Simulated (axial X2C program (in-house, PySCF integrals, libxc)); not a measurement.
**Curves of CoNC⁺ from open-shell CI on d7 s0 p(π)0**

Computed with an in-house all-electron X2C program for linear molecules (integrals from PySCF): two-component X2C with atomic mean-field Coulomb and Gaunt terms, basis Co dyall-v3z, N dyall-v3z, C dyall-v3z (cores contracted in-house). Orbitals come from Hartree–Fock averaged over the configuration Co d7 s0 p(π)0; CI then distributes these electrons over the d, s, p(π) shells of Co. The speed of light was multiplied by 2, so these are model numbers.

Scan along the Co–N bond with NC moving as one mass, its bond held at 1.170 Å; masses Co 58.933 u, N 14.003 u, C 12.000 u. Energies in cm⁻¹ from the lowest point; levels are followed by energy order within each Ω. Lowest level at 1.836 Å: 100% d7.

```
R (Å)  (1)Ω=9/2  (1)Ω=7/2  (1)Ω=5/2  (1)Ω=3/2  (1)Ω=1/2  (2)Ω=3/2  (2)Ω=5/2  (3)Ω=3/2  (2)Ω=1/2
1.707      2001      2122      2244      2367      3774      3798      4383      4444      4483
1.772       437       558       680       803      2086      2112      2662      2724      2763
1.836         0       121       244       367      1543      1570      2079      2143      2181
1.909       500       621       744       867      1936      1965      2421      2488      2525
1.983      1797      1918      2041      2164      3135      3166      3568      3638      3674
2.066      3906      4027      4150      4274      5143      5177      5520      5595      5628
2.166      7033      7154      7276      7400      8159      8195      8474      8555      8586
```

**Question.** Fit the curves (1)Ω=9/2, (1)Ω=7/2, (1)Ω=5/2, (1)Ω=3/2, (1)Ω=1/2, (2)Ω=3/2, (2)Ω=5/2, (3)Ω=3/2, (2)Ω=1/2 near their minima.

**Answer.** From the open-shell CI curves, Te from the lowest:

```csv
level,Te (cm⁻¹),Re (Å),ωe (cm⁻¹)
(1)Ω=9/2,0,1.835,614.6
(1)Ω=7/2,121,1.835,614.6
(1)Ω=5/2,244,1.835,614.5
(1)Ω=3/2,367,1.835,614.6
(1)Ω=1/2,1539,1.843,608.2
(2)Ω=3/2,1566,1.842,608.4
(2)Ω=5/2,2069,1.846,602.3
(3)Ω=3/2,2133,1.846,602.7
(2)Ω=1/2,2171,1.846,602.6
```

Without dynamic correlation distances can be off by several hundredths of an Å (long for ionic bonds, short for multiple bonds) and the wavenumbers are rough.

The 9 lowest curves are shown; the next is (3)Ω=1/2, from 2248 cm⁻¹.

Dynamic correlation is missing, so gaps between terms are too wide and other configurations may lie lower; the lowest level listed is that of this model, not necessarily the ground state. For d shells the ligand-field splittings (σ, π, δ) and their order can be off by a thousand cm⁻¹ or more. At most 4 roots were kept for each Ω > 0 (twice that for Ω = 0) within 3.2 eV of the lowest, so higher up levels can be missing between those listed; levels with Ω > 0 are doubly degenerate and listed once, Ω = 0 levels singly. Some active spinors are only partly of the character that their shell is named for, so the shell names and counts are nominal. States that fill the shells left empty in the average are placed too high. The molecule was held linear; bending was not examined.
